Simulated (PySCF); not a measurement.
## PbH₄ + SnH₂ → PbH₂ + SnH₄

Level: PBE0 in the def2-TZVP basis family, computed in PySCF with density fitting; scalar-relativistic core potentials for atoms from Rb on, none lighter, no spin–orbit coupling; open shells unrestricted.

```tsv
species	state and structure	ZPE (kJ/mol)	H(298 K) − H(0) (kJ/mol)	S° (J/(mol K))
PbH₄	singlet, Td, Pb–H 1.750 Å (×4)	64.3	11.7	237.8
SnH₂	singlet, C2v, Sn–H 1.773 Å (×2); H–Sn–H 90.6°	25.5	10.1	229.6
PbH₂	singlet, C2v, Pb–H 1.843 Å (×2); H–Pb–H 90.1°	23.8	10.2	237.7
SnH₄	singlet, Td, Sn–H 1.704 Å (×4)	68.3	11.3	228.6
```

(1) Is the gas-phase reaction uphill or downhill in electronic energy at this level, and by how much?

(2) Add zero-point, thermal and entropy terms for 298.15 K and 1 bar.

## Answers

(1) At PBE0/def2-TZVP, ΔE = -104.2 kJ/mol, downhill. The heavier lead gives up the higher oxidation state, the inert-pair effect.

(2) ΔZPE = 2.3 and Δ[H(298) − H(0)] = -0.3 kJ/mol give ΔH° = -102.2 kJ/mol. ΔS° = -1.1 J/(mol K), so ΔG° = -102.2 − 298.15 × (-0.0011) = -102 kJ/mol and log₁₀K = 17.8.

Spin–orbit coupling is large for PbH₄, PbH₂ and is left out. The structures come from searches over a few start shapes, so lower isomers are not excluded.
